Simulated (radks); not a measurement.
Gd, configuration [Xe] 4f7 5d1.5 6s1.5 (fractional occupations, a model configuration). All-electron calculation, non-relativistic Kohn-Sham, r2SCAN, spin-polarised, spherical densities, point nucleus; open shells are filled with parallel spins first (spin-orbit coupling, left out, can overturn this in heavy ions); meta-GGA in the generalised Kohn-Sham scheme; relativity is left out, which matters for an element this heavy. Program: a radial shooting solver on a logarithmic mesh with Libxc functionals. Some entries of the table are withheld. Estimate them.

orbital  occ.  eigenvalue (hartree)  <1/r> (bohr^-1)
1s up       1             -1732.519            63.45
1s down     1             -1732.518            63.45
2s up       1             -276.6301            14.76
2s down     1             -276.6268            14.76
2p up       3             -263.0163            14.77
2p down     3             -263.0137            14.77
3s up       1             -61.31415            5.575
3s down     1             -61.15805            5.584
3p up       3             -55.24991            5.505
3p down     3             -55.10627            5.514
3d up       5             -43.97720            5.396
3d down     5             -43.87135            5.404
4s up       1             -12.34058            2.374
4s down     1             -12.03921            2.370
4p up       3              -9.94788            2.278
4p down     3              -9.64438            2.274
4d up       5              -5.69524            2.073
4d down     5              -5.38915            2.067
5s up       1              -1.66440           0.9250
5s down     1              -1.52839           0.8981
5p up       3              -1.00976              (1)
5p down     3              -0.89475              (2)
4f up       7              -0.53182            1.585
4f down     0              -0.24728            1.535
6s up       1              -0.14666           0.2941
5d up     1.5              -0.11856           0.4986
6s down   0.5              -0.09950           0.2493
5d down     0              -0.04304           0.4402

Answer. 
(1) 5p up <1/r> (bohr^-1): 0.8175
(2) 5p down <1/r> (bohr^-1): 0.7927
